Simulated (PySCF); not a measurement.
# Ionisation energy of Tl by level of theory

Tl [Xe] 4f14 5d10 6s2 6p1 (2P) → Tl⁺ [Xe] 4f14 5d10 6s2 (1S), as a difference of total energies. All numbers are calculated (PySCF 2.14, a scalar-relativistic core potential, in aug-cc-pVQZ-PP with ECP60MDF (7s7p5d3f2g, 92 functions)). Correlated levels: valence: 5s2 5p6 5d10 frozen. The calculations carry no spin-orbit coupling.

```tsv
method	ionisation energy (eV)	error (eV)
UHF	5.014	-0.450
MP2 (valence)	5.207	-0.257
SCS-MP2 (valence)	5.190	-0.274
CCSD (valence)	5.244	-0.220
CCSD(T) (valence)	5.259	-0.205
```

Reference: 5.464 eV (measured; NIST levels, between the centres of gravity of the two terms).

Errors of the correlated levels include the incompleteness of this basis and the frozen core.
